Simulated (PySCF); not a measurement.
Isomers of C7H10NPSi, from PBE0-D3(BJ)/def2-SVP geometry optimisation, gas phase (PySCF 2.14.0). One conformer each, no zero-point energy, no frequencies.

Problem. Which is lower in electronic energy at this level?
A. `[SiH3:1][c:2]1[cH:3][n:4][cH:5][p:6][c:7]1[CH:8]1[CH2:9][CH2:10]1` with P6–C7–C8–C9 -40°: A = 1141, B = 1019, C = 565.7 MHz, dipole 2.35 D
B. `[SiH3]N=P12C=CC(C=C1)C=C2`: A = 2382, B = 670.7, C = 664.5 MHz, dipole 5.58 D

Solution. A. That is `p1c(C2CC2)c([SiH3])cnc1`, 11.9 kcal/mol below the other.

| SMILES | mapped SMILES | E (Eh) | relative (kcal/mol) | relative (kJ/mol) | dipole (D) |
| --- | --- | --- | --- | --- | --- |
| [SiH3]c1cncpc1C1CC1 | [SiH3:1][c:2]1[cH:3][n:4][cH:5][p:6][c:7]1[CH:8]1[CH2:9][CH2:10]1 | -957.25616 | 0.0 | 0.0 | 2.35 |
| [SiH3]N=P12C=CC(C=C1)C=C2 | [SiH3:1][N:2]=[P@:3]12[CH:4]=[CH:5][C@H:6]([CH:7]=[CH:8]1)[CH:9]=[CH:10]2 | -957.23718 | 11.9 | 49.8 | 5.58 |

As drawn, the lower has an aromatic ring, a three-membered ring and an Si–C bond, which the higher lacks; the higher has a C=C bond outside aromatic rings, which the lower lacks.
